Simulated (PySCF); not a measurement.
Electron correlation in In (indium, neutral)

[Kr] 4d10 5s2 5p1, 2P determinant. All numbers are calculated (PySCF 2.14, scalar relativity by spin-free X2C-1e, in x2c-SVPall (6s5p3d, 36 functions)). Frozen: [Kr] 4d10; 3 electrons correlated.

MP2 pair energies summed by pair of shells (mhartree):

```json
{"pair": "5s-5s", "energy": "-15.13", "share (%)": "61.3"}
{"pair": "5s-5p", "energy": "-9.53", "share (%)": "38.7"}
```

Total MP2 correlation energy: -24.66 mhartree.

Same-spin part -1.74 and opposite-spin part -22.92 mhartree; SCS-MP2 scales them by 1/3 and 6/5 to -28.08 mhartree.

```json
{"level": "CCSD", "correlation energy (mhartree)": "-37.01"}
{"level": "(T)", "correlation energy (mhartree)": "-0.38"}
{"level": "CCSD(T)", "correlation energy (mhartree)": "-37.39"}
```

Diagnostics: T1 = 0.010, D1 = 0.0253, largest double amplitude 0.101.

Cost of the coupled-cluster step: 0.09 s of wall time on 1 thread of Neoverse-V2 (shared host), for 3 correlated electrons.

Iterations:

```
CC2 = 0
CCSD nocc = (np.int64(2), np.int64(1)), nmo = (13, 13)
frozen orbitals [[0, 1, 2, 3, 4, 5, 6, 7, 8, 9, 10, 11, 12, 13, 14, 15, 16, 17, 18, 19, 20, 21, 22], [0, 1, 2, 3, 4, 5, 6, 7, 8, 9, 10, 11, 12, 13, 14, 15, 16, 17, 18, 19, 20, 21, 22]]
max_cycle = 100
direct = 0
conv_tol = 1e-08
conv_tol_normt = 1e-06
diis_space = 8
diis_start_cycle = 0
Init t2, MP2 energy = -0.024659704365285
Init E_corr(UCCSD) = -0.024659704374667
cycle = 1  E_corr(UCCSD) = -0.0325505195770812  dE = -0.0078908152  norm(t1,t2) = 0.0527774
cycle = 2  E_corr(UCCSD) = -0.0352421129118995  dE = -0.00269159333  norm(t1,t2) = 0.0217014
cycle = 3  E_corr(UCCSD) = -0.0370231248342554  dE = -0.00178101192  norm(t1,t2) = 0.00976673
cycle = 4  E_corr(UCCSD) = -0.0370038041456158  dE = 1.93206886e-05  norm(t1,t2) = 0.00122742
cycle = 5  E_corr(UCCSD) = -0.0370165952909553  dE = -1.27911453e-05  norm(t1,t2) = 0.00014527
cycle = 6  E_corr(UCCSD) = -0.0370125648306679  dE = 4.03046029e-06  norm(t1,t2) = 2.24509e-05
cycle = 7  E_corr(UCCSD) = -0.0370141933630746  dE = -1.62853241e-06  norm(t1,t2) = 6.77434e-06
cycle = 8  E_corr(UCCSD) = -0.0370138228962083  dE = 3.70466866e-07  norm(t1,t2) = 1.86545e-06
cycle = 9  E_corr(UCCSD) = -0.0370138275591419  dE = -4.66293364e-09  norm(t1,t2) = 9.82997e-08
UCCSD converged
E(UCCSD) = -5877.651206668256  E_corr = -0.03701382755914191
UCCSD(T) correction = -0.000383289059811699
```
